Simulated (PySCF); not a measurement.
(E)-1-chloro-1-fluoroprop-1-ene (C3H4ClF), SMILES F/C(=C\C)Cl.

Coordinates come from a B3LYP-D3(BJ)/def2-SVP optimisation.

Calculation: PySCF 2.14.0 with B3LYP-D3(BJ)/def2-SVP.

Frequencies are harmonic and unscaled.

```json
[
 {"mode": "1", "ν (cm⁻¹)": "142", "IR (km/mol)": "0.0", "moving atoms (share of kinetic energy)": "H 95 %"},
 {"mode": "2", "ν (cm⁻¹)": "209", "IR (km/mol)": "0.8", "moving atoms (share of kinetic energy)": "C 61 %, H 28 %, Cl 10 %"},
 {"mode": "3", "ν (cm⁻¹)": "229", "IR (km/mol)": "1.6", "moving atoms (share of kinetic energy)": "C 40 %, F 29 %, H 20 %, Cl 11 %"},
 {"mode": "4", "ν (cm⁻¹)": "381", "IR (km/mol)": "3.9", "moving atoms (share of kinetic energy)": "F 41 %, C 35 %, Cl 16 %"},
 {"mode": "5", "ν (cm⁻¹)": "465", "IR (km/mol)": "2.9", "moving atoms (share of kinetic energy)": "Cl 51 %, C 24 %, F 17 %"},
 {"mode": "6", "ν (cm⁻¹)": "560", "IR (km/mol)": "0.3", "moving atoms (share of kinetic energy)": "C 85 %"},
 {"mode": "7", "ν (cm⁻¹)": "767", "IR (km/mol)": "21.7", "moving atoms (share of kinetic energy)": "C 45 %, H 26 %, F 23 %"},
 {"mode": "8", "ν (cm⁻¹)": "824", "IR (km/mol)": "18.0", "moving atoms (share of kinetic energy)": "H 89 %, C 10 %"},
 {"mode": "9", "ν (cm⁻¹)": "998", "IR (km/mol)": "62.1", "moving atoms (share of kinetic energy)": "C 49 %, H 46 %"},
 {"mode": "10", "ν (cm⁻¹)": "1046", "IR (km/mol)": "0.2", "moving atoms (share of kinetic energy)": "H 66 %, C 34 %"},
 {"mode": "11", "ν (cm⁻¹)": "1062", "IR (km/mol)": "88.3", "moving atoms (share of kinetic energy)": "C 57 %, H 22 %, F 19 %"},
 {"mode": "12", "ν (cm⁻¹)": "1154", "IR (km/mol)": "61.4", "moving atoms (share of kinetic energy)": "C 55 %, H 40 %"},
 {"mode": "13", "ν (cm⁻¹)": "1326", "IR (km/mol)": "54.8", "moving atoms (share of kinetic energy)": "H 60 %, C 35 %"},
 {"mode": "14", "ν (cm⁻¹)": "1401", "IR (km/mol)": "2.8", "moving atoms (share of kinetic energy)": "H 74 %, C 26 %"},
 {"mode": "15", "ν (cm⁻¹)": "1459", "IR (km/mol)": "7.9", "moving atoms (share of kinetic energy)": "H 96 %"},
 {"mode": "16", "ν (cm⁻¹)": "1461", "IR (km/mol)": "1.1", "moving atoms (share of kinetic energy)": "H 94 %"},
 {"mode": "17", "ν (cm⁻¹)": "1761", "IR (km/mol)": "99.2", "moving atoms (share of kinetic energy)": "C 95 %"},
 {"mode": "18", "ν (cm⁻¹)": "3025", "IR (km/mol)": "24.4", "moving atoms (share of kinetic energy)": "H 97 %"},
 {"mode": "19", "ν (cm⁻¹)": "3085", "IR (km/mol)": "12.9", "moving atoms (share of kinetic energy)": "H 91 %, C 9 %"},
 {"mode": "20", "ν (cm⁻¹)": "3142", "IR (km/mol)": "5.9", "moving atoms (share of kinetic energy)": "H 91 %, C 9 %"},
 {"mode": "21", "ν (cm⁻¹)": "3204", "IR (km/mol)": "3.7", "moving atoms (share of kinetic energy)": "H 92 %, C 8 %"}
]
```
